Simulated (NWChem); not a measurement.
System: CH2BrF; SMILES FCBr

Parts of the log:

```
             Northwest Computational Chemistry Package (NWChem) 7.3.0
             --------------------------------------------------------

 CS  symmetry detected

                             Geometry "geometry" -> ""
                             -------------------------

 Output coordinates in angstroms (scale by  1.889725989 to convert to a.u.)

  No.       Tag          Charge          X              Y              Z
 ---- ---------------- ---------- -------------- -------------- --------------
    1 F                    9.0000     0.40327915     1.97540442     0.00000000
    2 C                    6.0000    -0.61971231     1.08670159     0.00000000
    3 Br                  35.0000     0.07191431    -0.76243650     0.00000000
    4 H                    1.0000    -1.21411968     1.19321407     0.90755200
    5 H                    1.0000    -1.21411968     1.19321407    -0.90755200

 Effective nuclear repulsion energy (a.u.)     163.4233445235

      Symmetry information
      --------------------

 Group name             Cs
 Group number              2
 Group order               2
 No. of unique centers     4

                                 NWChem DFT Module
                                 -----------------

 Summary of "ao basis" -> "ao basis" (spherical)
 ------------------------------------------------------------------------------
       Tag                 Description            Shells   Functions and Types
 ---------------- ------------------------------  ------  ---------------------
 F                           6-31g*                  6       14   3s2p1d
 C                           6-31g*                  6       14   3s2p1d
 Br                          6-31g*                 12       32   5s4p3d
 H                           6-31g*                  2        2   2s

      Symmetry analysis of basis
      --------------------------

        a'         44
        a"         20

            General Information
            -------------------
          SCF calculation type: DFT
          Wavefunction type:  closed shell.
          No. of atoms     :     5
          No. of electrons :    52
           Alpha electrons :    26
            Beta electrons :    26
          Charge           :     0
          Spin multiplicity:     1
          Use of symmetry is: on ; symmetry adaption is: on
          Maximum number of iterations: 150
          AO basis - number of functions:    64
                     number of shells:    28
          Convergence on energy requested:  1.00D-06
          Convergence on density requested:  1.00D-05
          Convergence on gradient requested:  5.00D-04

              XC Information
              --------------
                         SCAN Method XC Functional
                  SCAN metaGGA Exchange Functional  1.000
                        SCAN Correlation Potential  1.000

             Grid Information
             ----------------
          Grid used for XC integration:  medium
          Radial quadrature: Mura-Knowles
          Angular quadrature: Lebedev.
          Tag              B.-S. Rad. Rad. Pts. Rad. Cut. Ang. Pts.
          ---              ---------- --------- --------- ---------
          F                   0.50       49           8.0       434
          C                   0.70       49           8.0       434
          Br                  1.15      112           8.0       590
          H                   0.35       45           8.0       434
          Grid pruning is: on
          Number of quadrature shells:   255
          Spatial weights used:  Erf1

      Superposition of Atomic Density Guess
      -------------------------------------

 Sum of atomic energies:       -2710.11632978

      Non-variational initial energy
      ------------------------------

 Total energy =   -2710.865889
 1-e energy   =   -4097.577129
 2-e energy   =    1223.287896
 HOMO         =      -0.347645
 LUMO         =       0.049729

      Symmetry analysis of molecular orbitals - initial
      -------------------------------------------------

  Numbering of irreducible representations:

     1 a'          2 a"

  Orbital symmetries:

     1 a'          2 a'          3 a'          4 a"          5 a'
     6 a'          7 a'          8 a'          9 a'         10 a"
    11 a'         12 a'         13 a"         14 a'         15 a"
    16 a'         17 a'         18 a'         19 a'         20 a'
    21 a"         22 a'         23 a"         24 a'         25 a'
    26 a"         27 a'         28 a'         29 a'         30 a"
    31 a'         32 a'         33 a"         34 a'         35 a"
    36 a'

     ---------------------------------------------
      Total Density - Mulliken Population Analysis
     ---------------------------------------------

    Atom       Charge   Shell Charges
 -----------   ------   -------------------------------------------------------
    1 F    9     9.46   2.00  0.95  3.40  1.00  2.11  0.01
    2 C    6     5.59   2.00  0.67  1.47  0.60  0.79  0.06
    3 Br  35    35.31   2.00  2.00  6.00  2.00  5.99  1.57  3.89  0.37  1.46  6.97  2.93  0.13
    4 H    1     0.82   0.49  0.34
    5 H    1     0.82   0.49  0.34

   convergence    iter        energy       DeltaE   RMS-Dens  Diis-err
 ---------------- ----- ----------------- --------- --------- ---------
 d= 0,ls=0.0,diis     1  -2713.0443334383 -2.88D+03  2.05D-02  7.66D-01
 d= 0,ls=0.0,diis     2  -2712.8829440179  1.61D-01  1.34D-02  2.31D+00
 d= 0,ls=0.0,diis     3  -2713.1338619539 -2.51D-01  1.40D-03  9.22D-03
 d= 0,ls=0.0,diis     4  -2713.1347517641 -8.90D-04  4.46D-04  8.30D-04
 d= 0,ls=0.0,diis     5  -2713.1348349819 -8.32D-05  1.04D-04  8.59D-05
  Resetting Diis
 d= 0,ls=0.0,diis     6  -2713.1348416628 -6.68D-06  5.30D-05  5.96D-06
 d= 0,ls=0.0,diis     7  -2713.1348424775 -8.15D-07  3.65D-05  1.42D-06
 d= 0,ls=0.0,diis     8  -2713.1348422523  2.25D-07  2.24D-05  3.61D-06
 d= 0,ls=0.0,diis     9  -2713.1348426126 -3.60D-07  1.43D-06  2.26D-08

         Total DFT energy =    -2713.134842612594
      One electron energy =    -4099.180985141325
           Coulomb energy =     1330.729131165878
    Exchange-Corr. energy =     -108.106333160688
 Nuclear repulsion energy =      163.423344523539

 Numeric. integr. density =       52.000001243540

                  Occupations of the irreducible representations
                  ----------------------------------------------

                     irrep           alpha         beta
                     --------     --------     --------
                     a'               19.0         19.0
                     a"                7.0          7.0

                       DFT Final Molecular Orbital Analysis
                       ------------------------------------

 Vector   24  Occ=2.000000D+00  E=-3.269397D-01  Symmetry=a'
              MO Center=  6.3D-02,  7.6D-01,  1.9D-14, r^2= 2.7D+00
   Bfn.  Coefficient  Atom+Function         Bfn.  Coefficient  Atom+Function
  ----- ------------  ---------------      ----- ------------  ---------------
    40      0.464930  3 Br py                 4      0.346276  1 F  py
     3     -0.316120  1 F  px                 8      0.257808  1 F  py
     7     -0.228134  1 F  px                39     -0.227071  3 Br px
    36     -0.205653  3 Br py                18     -0.178649  2 C  py
    17      0.165370  2 C  px                44      0.108390  3 Br py

 Vector   25  Occ=2.000000D+00  E=-2.726408D-01  Symmetry=a'
              MO Center=  5.7D-02, -6.5D-01, -3.8D-16, r^2= 1.7D+00
   Bfn.  Coefficient  Atom+Function         Bfn.  Coefficient  Atom+Function
  ----- ------------  ---------------      ----- ------------  ---------------
    39      0.718232  3 Br px                35     -0.321959  3 Br px
    43      0.312202  3 Br px                40      0.297928  3 Br py
    36     -0.131901  3 Br py                 4      0.131028  1 F  py
    44      0.117226  3 Br py                 8      0.097296  1 F  py
    31      0.096588  3 Br px                 6     -0.066139  1 F  s

 Vector   26  Occ=2.000000D+00  E=-2.630237D-01  Symmetry=a"
              MO Center= -4.7D-03, -5.7D-01, -7.3D-14, r^2= 1.9D+00
   Bfn.  Coefficient  Atom+Function         Bfn.  Coefficient  Atom+Function
  ----- ------------  ---------------      ----- ------------  ---------------
    41      0.760555  3 Br pz                45      0.343283  3 Br pz
    37     -0.340164  3 Br pz                19     -0.133515  2 C  pz
    62     -0.129569  4 H  s                 64      0.129569  5 H  s
    33      0.102019  3 Br pz                61     -0.097330  4 H  s
    63      0.097330  5 H  s                  5      0.089214  1 F  pz

 Vector   27  Occ=0.000000D+00  E=-3.997466D-02  Symmetry=a'
              MO Center= -1.8D-01, -4.4D-02, -1.7D-13, r^2= 2.8D+00
   Bfn.  Coefficient  Atom+Function         Bfn.  Coefficient  Atom+Function
  ----- ------------  ---------------      ----- ------------  ---------------
    20      0.816808  2 C  s                 44     -0.634003  3 Br py
    22     -0.523735  2 C  py                40     -0.504501  3 Br py
    18     -0.427344  2 C  py                42     -0.382291  3 Br s
    38      0.234929  3 Br s                 43      0.221611  3 Br px
    36      0.209832  3 Br py                21      0.203345  2 C  px

 Vector   28  Occ=0.000000D+00  E= 8.120593D-02  Symmetry=a'
              MO Center= -5.3D-01,  1.1D+00,  1.6D-13, r^2= 2.5D+00
   Bfn.  Coefficient  Atom+Function         Bfn.  Coefficient  Atom+Function
  ----- ------------  ---------------      ----- ------------  ---------------
    21      1.031013  2 C  px                62      0.720515  4 H  s
    64      0.720515  5 H  s                  6     -0.647880  1 F  s
    17      0.449456  2 C  px                20     -0.447949  2 C  s
    22      0.438503  2 C  py                 8      0.291136  1 F  py
     7      0.255347  1 F  px                 4      0.207728  1 F  py

 Vector   29  Occ=0.000000D+00  E= 1.052673D-01  Symmetry=a'
              MO Center= -1.0D+00,  1.1D+00,  2.4D-13, r^2= 2.8D+00
   Bfn.  Coefficient  Atom+Function         Bfn.  Coefficient  Atom+Function
  ----- ------------  ---------------      ----- ------------  ---------------
    20      1.776464  2 C  s                 62     -1.044585  4 H  s
    64     -1.044585  5 H  s                 22      0.512597  2 C  py
     6     -0.466548  1 F  s                 38     -0.352187  3 Br s
    18      0.310676  2 C  py                 7      0.307816  1 F  px
    42     -0.302180  3 Br s                 16      0.240526  2 C  s

     ---------------------------------------------
      Total Density - Mulliken Population Analysis
     ---------------------------------------------

    Atom       Charge   Shell Charges
 -----------   ------   -------------------------------------------------------
    1 F    9     9.29   2.00  0.94  3.30  1.03  2.01  0.02
    2 C    6     6.03   2.00  0.70  1.92  0.58  0.76  0.07
    3 Br  35    35.10   2.00  2.00  6.00  2.00  5.99  1.62  3.83  0.34  1.28  6.95  2.91  0.18
    4 H    1     0.79   0.53  0.26
    5 H    1     0.79   0.53  0.26

     -------------------------------------------
      Total Density - Lowdin Population Analysis
     -------------------------------------------

    Atom       Charge   Shell Charges
 -----------   ------   -------------------------------------------------------
    1 F    9     9.13   1.99  0.93  3.18  0.83  2.17  0.04
    2 C    6     6.10   1.99  0.57  1.72  0.45  1.20  0.16
    3 Br  35    35.06   2.00  2.00  5.99  2.00  5.90  1.29  3.50  0.60  1.74  6.71  3.07  0.26
    4 H    1     0.85   0.51  0.35
    5 H    1     0.85   0.51  0.35

     Multipole analysis of the density
     ---------------------------------

     L   x y z        total         alpha         beta         nuclear
     -   - - -        -----         -----         ----         -------
     0   0 0 0     -0.000000    -26.000000    -26.000000     52.000000

     1   1 0 0     -0.693499     -0.346750     -0.346750      0.000000
     1   0 1 0      0.332403      0.166201      0.166201     -0.000000
     1   0 0 1      0.000000      0.000000      0.000000      0.000000

     2   2 0 0    -21.008521    -22.819340    -22.819340     24.630160
     2   1 1 0     -2.162496      1.931591      1.931591     -6.025679
     2   1 0 1     -0.000000     -0.000000     -0.000000      0.000000
     2   0 2 0    -22.085865   -127.814726   -127.814726    233.543588
     2   0 1 1     -0.000000     -0.000000     -0.000000      0.000000
     2   0 0 2    -21.574822    -13.728720    -13.728720      5.882619
```

Level: SCAN/6-31G* (spherical d). Structure relaxed at the B3LYP/6-31G* (spherical d) level.

Question: Which NWChem input produces such a log?

Answer: Several could match; the one computed here: the input that was run:
```
start job
memory heap 200 mb stack 900 mb global 1100 mb
geometry units angstroms noautoz
  F      0.414631     1.966928     0.000000
  C     -0.614916     1.085828     0.000000
  Br     0.062993    -0.768383     0.000000
  H     -1.208518     1.196741     0.907552
  H     -1.208518     1.196741    -0.907552
end
basis spherical
  F library 6-31g*
  C library 6-31g*
  Br library 6-31g*
  H library 6-31g*
end
dft
  xc scan
  iterations 150
  mulliken
end
task dft energy
```
